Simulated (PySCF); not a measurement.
Job file and geometry (Å, from GFN2-xTB) of an NMR shielding run on SMILES CC[C@@H]1CP1CCP, C6H14P2, GIAO PBE0/pcSseg-1 NMR shielding, non-relativistic, gas phase in PySCF 2.14.0, density-fitted response routines; density fitting, a coarse starting grid and PySCF grid level 2 are the driver's defaults:

```
$ OMP_NUM_THREADS=1 python probes_run.py task.json out

{"job": {"kind": "nmr", "xc": "PBE0", "basis": "pcSseg-1"}, "charge": 0, "multiplicity": 1}
C     -3.346722    -0.665345    -0.093413
C     -2.300135     0.368623    -0.502131
C     -0.952814     0.044223     0.099758
C     -0.717708     0.382328     1.546770
P      0.265504     1.413901     0.374056
C      1.850242     0.409554     0.343911
C      2.429131     0.351603    -1.062580
P      3.990017    -0.652600    -1.190628
H     -3.443399    -0.701484     0.989340
H     -3.061754    -1.655118    -0.444152
H     -4.315280    -0.415549    -0.519369
H     -2.612977     1.360777    -0.167260
H     -2.220395     0.395480    -1.591679
H     -0.540065    -0.900515    -0.244840
H     -1.518738     0.896498     2.061709
H     -0.192759    -0.328607     2.171012
H      2.560820     0.899127     1.017376
H      1.660243    -0.598151     0.723734
H      1.704860    -0.083210    -1.759351
H      2.656726     1.358542    -1.425370
H      4.589990    -0.115777    -0.050894
H      3.504804    -1.744916    -0.468858
```

**Question.** Write the output of this run.

**Answer.** 
```
coarse grid: 18448 points
cycle   1  E = -919.0312599566  dE =  7.140e-01  |g| = 4.269e-01  |ddm| = 4.162e+00
cycle   2  E = -919.0119183322  dE =  1.934e-02  |g| = 5.093e-01  |ddm| = 8.680e-01
cycle   3  E = -919.0802033378  dE = -6.829e-02  |g| = 6.513e-02  |ddm| = 5.461e-01
cycle   4  E = -919.0811864746  dE = -9.831e-04  |g| = 3.130e-02  |ddm| = 1.381e-01
cycle   5  E = -919.0814322389  dE = -2.458e-04  |g| = 7.407e-03  |ddm| = 3.963e-02
cycle   6  E = -919.0814456134  dE = -1.337e-05  |g| = 2.938e-03  |ddm| = 1.172e-02
cycle   7  E = -919.0814476810  dE = -2.068e-06  |g| = 5.254e-04  |ddm| = 3.375e-03
final grid: 166312 points
cycle   8  E = -919.1323009933  dE = -5.900e-05  |g| = 1.074e-02  |ddm| = 4.122e-02
cycle   9  E = -919.1322778454  dE =  2.315e-05  |g| = 1.425e-02  |ddm| = 2.326e-02
cycle  10  E = -919.1323309707  dE = -5.313e-05  |g| = 1.222e-03  |ddm| = 1.517e-02
cycle  11  E = -919.1323313574  dE = -3.867e-07  |g| = 3.437e-04  |ddm| = 2.018e-03
cycle  12  E = -919.1323313850  dE = -2.761e-08  |g| = 1.153e-04  |ddm| = 4.319e-04
cycle  13  E = -919.1323313884  dE = -3.387e-09  |g| = 3.437e-05  |ddm| = 1.732e-04
cycle  14  E = -919.1323313887  dE = -3.088e-10  |g| = 6.492e-06  |ddm| = 4.160e-05
converged SCF energy = -919.1323313887

GIAO shielding tensors (ppm)
atom      isotropic    diamagn.    paramagn.     s11        s22        s33       span
  0 C      169.976     245.634     -75.659    157.025    164.803    188.099     31.074
  1 C      154.787     245.200     -90.412    142.709    149.117    172.536     29.827
  2 C      158.451     256.800     -98.349    111.930    157.928    205.495     93.565
  3 C      168.302     258.521     -90.219    142.187    159.543    203.176     60.989
  4 P      557.797     968.921    -411.125    319.511    412.030    941.849    622.338
  5 C      139.465     257.193    -117.728    107.159    134.597    176.641     69.482
  6 C      167.796     250.941     -83.146    156.454    161.331    185.602     29.148
  7 P      455.586     963.577    -507.991    378.339    401.450    586.969    208.630
  8 H       30.609      29.361       1.247     25.482     30.476     35.868     10.386
  9 H       30.677      29.487       1.190     26.433     29.000     36.599     10.166
 10 H       30.563      26.544       4.019     25.616     27.241     38.831     13.215
 11 H       31.260      31.839      -0.579     25.269     31.503     37.006     11.737
 12 H       29.490      31.170      -1.680     23.365     29.487     35.619     12.254
 13 H       30.806      36.707      -5.900     24.531     30.457     37.430     12.899
 14 H       31.232      33.571      -2.339     25.749     27.107     40.841     15.091
 15 H       30.728      34.257      -3.529     24.812     28.046     39.326     14.514
 16 H       29.955      34.510      -4.555     24.610     30.406     34.848     10.237
 17 H       31.497      36.758      -5.261     25.770     32.271     36.450     10.680
 18 H       30.461      32.720      -2.259     24.296     32.335     34.753     10.457
 19 H       30.306      30.699      -0.392     24.649     30.680     35.591     10.942
 20 H       29.150      29.053       0.097     24.715     28.150     34.584      9.870
 21 H       29.250      29.152       0.097     24.584     28.999     34.166      9.581
```

Size and cost of the density-fitted run: 220 basis functions, 41 s wall time on 1 thread of an Arm Neoverse V1, shared host; peak memory 1.1 GiB.
